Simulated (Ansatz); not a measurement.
A structure relaxed at PBE0-D4/def2-TZVP, charge 0, multiplicity 1:

```json
{"atom": "O1", "x (Å)": "0.9126", "y (Å)": "1.4115", "z (Å)": "-1.2054"}
{"atom": "Sb2", "x (Å)": "0.1941", "y (Å)": "-0.4293", "z (Å)": "-1.3808"}
{"atom": "Si3", "x (Å)": "-0.7517", "y (Å)": "-0.4045", "z (Å)": "1.0198"}
{"atom": "H4", "x (Å)": "0.8668", "y (Å)": "1.8563", "z (Å)": "-2.0552"}
{"atom": "H5", "x (Å)": "1.6188", "y (Å)": "-1.2040", "z (Å)": "-0.8165"}
{"atom": "H6", "x (Å)": "0.2223", "y (Å)": "0.2010", "z (Å)": "1.9628"}
{"atom": "H7", "x (Å)": "-1.0450", "y (Å)": "-1.8049", "z (Å)": "1.4315"}
{"atom": "H8", "x (Å)": "-2.0178", "y (Å)": "0.3740", "z (Å)": "1.0439"}
```

Task: Give its formula and SMILES.

Result: H5OSbSi, `[OH][SbH][SiH3]`.

Task: Summarise the bond lengths by kind.

Result: 1 × O–Sb 1.984 Å; 1 × H–O 0.960 Å; 1 × Sb–Si 2.580 Å; 1 × H–Sb 1.717 Å; 3 × H–Si 1.485 to 1.489 Å.

Program: Ansatz 0.2.0.
